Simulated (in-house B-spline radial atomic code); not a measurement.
Values are calculated unless marked as measured or tabulated.
# O in an electron gas of r_s = 1.65: phase shifts, screening and friction

A nucleus sits in a uniform electron gas with a rigid positive background. The Kohn-Sham equations are solved self-consistently in the spin-unpolarised LDA (PW92), non-relativistic, on B-splines with outgoing waves at the boundary and partial waves to l = 8. The model has no lattice, no bands and no magnetic solution. Atomic units; δ_l are the phase shifts at the Fermi level, counted so that each bound state adds π, and good to about 0.0005.

The density parameter is r_s = 1.65 bohr.

```
l  δ_l (rad)
0     4.6279
1     2.2029
2     0.1812
3     0.0426
4     0.0100
5     0.0027
6     0.0007
7     0.0003
8     0.0002
```

Bound levels below the band bottom (hartree): s -17.92, s -0.3617.

Check the Friedel sum rule, and say where the screening charge sits.

k_F = (9π/4)^(1/3)/r_s = 1.16313. The rule is Z = (2/π) Σ (2l + 1) δ_l. The terms are s 2.946, p 4.207, d 0.577, f 0.190 and 0.087 beyond, in all 8.007 against Z = 8. Bound states hold 4 s, 0 p, 0 d electrons, so the scattering states carry 4.01 in all; where a term is smaller than its bound count, the bound level has drawn weight out of the band.

Find the transport cross section and the electronic stopping of a 5 keV O ion (mass 16.0 u).

σ_tr = (4π/k_F²) Σ (l + 1) sin²(δ_l − δ_(l+1)). The terms for l = 0 to 3 are 0.4314, 1.6202, 0.0573, 0.0042, all together 2.1134, so σ_tr = 9.289 × 2.1134 = 19.631 bohr². With n = 3/(4π r_s³) = 0.05314, the friction coefficient is Q = n k_F σ_tr = 1.2135. For v well below v_F = 1.163, dE/dx = Q v; with 24801 eV per u at v = 1, v = √(5000/(24801 × 16.0)) = 0.1123, so dE/dx = 0.13621 hartree/bohr = 70 eV/nm. The largest term couples the p and d waves.
